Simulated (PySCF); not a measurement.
Ge(H)(NMe2) (C₂H₇GeN), SMILES C[N](C)[GeH] (connectivity only; charge and spin as stated), neutral, multiplicity 1. Atoms are numbered in the order given.

```xyz
11

Ge     0.0386     1.0566     0.0000
H     -1.5581     1.1915     0.0000
N     -0.0128    -0.7720     0.0000
C      1.2213    -1.5236     0.0000
C     -1.1830    -1.6168     0.0000
H      1.2966    -2.1764    -0.8900
H      1.2966    -2.1764     0.8900
H      2.0869    -0.8449     0.0000
H     -1.2009    -2.2755     0.8893
H     -1.2009    -2.2755    -0.8893
H     -2.0958    -1.0082     0.0000
```
Charge 0, spin multiplicity 1.

Geometry: PBE0-D3(BJ)/def2-SVP. The structure was generated by enumeration; whether it is a known compound was not checked.

Two levels are set side by side: PBE/pcSseg-1 (PySCF) and KT2/pcSseg-1 (PySCF). GIAO shifts against GeH4 (⁷³Ge), NH3 (¹⁵N), TMS (¹H), TMS (¹³C) at the same level; non-relativistic, no solvent, atoms listed together averaged. Differences are taken from unrounded values.

```json
[
 {"quantity": "δ(⁷³Ge) of Ge1 (ppm)", "PBE": "1035.2"},
 {"quantity": "δ(¹H) of H2 (ppm)", "PBE": "8.44"},
 {"quantity": "δ(¹⁵N) of N3 (ppm)", "PBE": "243.4"}
]
```

**Question.** These are the PBE values. What does KT2 give? (The exact figures need the calculation; the answer reports its results.)

**Answer.** 
```json
[
 {"quantity": "δ(⁷³Ge) of Ge1 (ppm)", "KT2": "983.1", "PBE minus KT2": "52.1"},
 {"quantity": "δ(¹H) of H2 (ppm)", "KT2": "8.33", "PBE minus KT2": "0.11"},
 {"quantity": "δ(¹⁵N) of N3 (ppm)", "KT2": "237.5", "PBE minus KT2": "6.0"}
]
```

Rough cost on one machine, each run with all the roots and properties that it gave: KT2 against PBE within a factor of 2.
